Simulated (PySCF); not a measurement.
Spectra and structures to be paired. Computed with TDDFT CAM-B3LYP/def2-SVPD, vertical, gas phase, core orbitals frozen in the response in PySCF. Geometries: GFN2-xTB; one conformer of each isolated species. Triplets are in the Tamm–Dancoff approximation.

A. `N#Cc1pcpc(F)p1`
B. `C1=NN=CO1`
C. `COc1pccs1`
D. `C=C/C=N/N=C/C`
E. `C#CC1=COC(CF)=CO1`

Lowest singlet levels (six at most, fewer where fewer were computed) with oscillator strengths:

1. 3.53 eV (f 0.025); 3.85 eV (f 0.002); 3.93 eV (f 0.017); 4.10 eV (f 0.069); 4.27 eV (f 0.007); 4.38 eV (f 0.002); T1 2.39 eV
2. 4.63 eV (f 0.130); 5.03 eV (f 0.000); 5.30 eV (f 0.002); 5.71 eV (f 0.002); 5.84 eV (f 0.015); 6.03 eV (f 0.243); T1 2.83 eV
3. 4.55 eV (f 0.023); 4.93 eV (f 0.090); 5.36 eV (f 0.748); 6.34 eV (f 0.437); 6.72 eV (f 0.005); 7.04 eV (f 0.019); T1 2.98 eV
4. 3.92 eV (f 0.018); 4.83 eV (f 0.003); 5.67 eV (f 0.004); 6.05 eV (f 0.000); 6.08 eV (f 0.128); 6.20 eV (f 0.000); T1 2.76 eV
5. 5.79 eV (f 0.000); 6.81 eV (f 0.015); 7.03 eV (f 0.152); 7.52 eV (f 0.000); 7.97 eV (f 0.021); 8.11 eV (f 0.026); T1 4.73 eV

Question: Match each spectrum to its molecule.

Answer: 1 = A, 2 = C, 3 = D, 4 = E, 5 = B.
- A: S1 at 3.53 eV, HOMO→LUMO (52%), HOMO-1→LUMO (18%), HOMO→LUMO+1 (15%); Löwdin shares by element: HOMO carbon 34% or more, phosphorus 32% or more (atoms not listed hold the other 34%); LUMO phosphorus 39% or more, carbon 29% or more (atoms not listed hold the other 32%); HOMO -9.08 and LUMO -2.68 eV; point group Cs.
- B: S1 at 5.79 eV, HOMO→LUMO (98%); Löwdin shares by element: HOMO nitrogen 82%, carbon 15%; LUMO carbon 41%, oxygen 23%, nitrogen 12% or more (atoms not listed hold the other 24%); HOMO -9.64 and LUMO 0.38 eV; point group C2v, 2 of its 6 listed states under f = 0.0005.
- C: S1 at 4.63 eV, HOMO→LUMO (95%); Löwdin shares by element: HOMO carbon 36% or more, phosphorus 30%, oxygen 16% (atoms not listed hold the other 17%); LUMO carbon 28% or more, phosphorus 25%, sulfur 22%, oxygen 9% (atoms not listed hold the other 17%); HOMO -7.30 and LUMO 0.12 eV; point group Cs, 1 of its 6 listed states under f = 0.0005.
- D: S1 at 4.55 eV, HOMO-1→LUMO (82%); Löwdin shares by element: HOMO nitrogen 44%, carbon 31% or more (atoms not listed hold the other 25%); LUMO carbon 53% or more, nitrogen 23% or more (atoms not listed hold the other 24%); HOMO -7.68 and LUMO 0.01 eV.
- E: S1 at 3.92 eV, HOMO→LUMO (95%); Löwdin shares by element: HOMO oxygen 40%, carbon 24% or more (atoms not listed hold the other 36%); LUMO carbon 63% or more (atoms not listed hold the other 37%); HOMO -7.23 and LUMO -0.01 eV; point group Cs, 2 of its 6 listed states under f = 0.0005.
C and D have S1 within 0.08 eV of each other; their strongest listed levels stand at 6.03 eV (f 0.243) and 5.36 eV (f 0.748).
